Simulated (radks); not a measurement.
All-electron atom: neutral tantalum in [Xe] 4f14 5d3 6s2 (the NIST ground configuration).

Method: Dirac Kohn-Sham, BLYP, spin-unpolarised, spherical densities, finite nucleus; open shells fill j = l - 1/2 first; Fermi nuclear charge, rms radius 5.3507 fm; computed with a radial shooting solver on a logarithmic mesh with Libxc functionals.

Energy parts (eV):
total: -425166.54
kinetic: 477095.62
electron-nucleus: -1060244.76
Hartree: 166642.97
exchange-correlation: -8660.37

Orbitals (lengths in bohr, moments of r in powers of bohr; <r^-3> diverges for s and p1/2; r(90%) holds 90 % of the orbital's charge):
orbital  occ.  eigenvalue (eV)  r(90%)   <1/r>  <r^-3>
1s1/2       2        -67260.47  0.0340   85.40       -
2s1/2       2        -11548.59   0.122   20.74       -
2p1/2       2        -11039.64   0.108   20.72       -
2p3/2       4        -9769.107   0.118   17.50   15580
3s1/2       2        -2644.739   0.300   7.611       -
3p1/2       2        -2417.968   0.292   7.529       -
3p3/2       4        -2144.469   0.312   6.699    3503
3d3/2       4        -1760.566   0.285   6.591   604.3
3d5/2       6        -1700.986   0.291   6.394   516.4
4s1/2       2        -538.4335   0.659   3.195       -
4p1/2       2        -444.8706   0.676   3.085       -
4p3/2       4        -381.8497   0.724   2.796   807.2
4d3/2       4        -227.8979   0.776   2.579   121.4
4d5/2       6        -216.3216   0.793   2.509   101.6
4f5/2       6         -25.0681    1.06   2.018   17.77
4f7/2       8         -23.0863    1.08   1.987   16.91
5s1/2       2         -72.2251    1.59   1.222       -
5p1/2       2         -45.1380    1.79   1.089       -
5p3/2       4         -36.3947    1.95  0.9859   109.5
5d3/2       3          -3.6017    3.64  0.6039   6.297
5d5/2       0          -3.0321    3.87  0.5748   4.941
6s1/2       2          -5.2232    4.97  0.3816       -

The highest occupied level is 5d3/2 at -3.602 eV. For comparison, the ionisation energy in NIST's Atomic Spectra Database is 7.550 eV (measured). In exact Kohn-Sham theory the highest level is minus the ionisation energy, but local and semilocal functionals leave it too shallow, through self-interaction and a potential that decays too fast; potentials with the right tail come closer. The density falls to 0.001 e/bohr^3 at r = 4.89 bohr.

Beside tabulated values, note that spin-unpolarised runs miss the spin-polarisation part of the exchange energy of open shells.
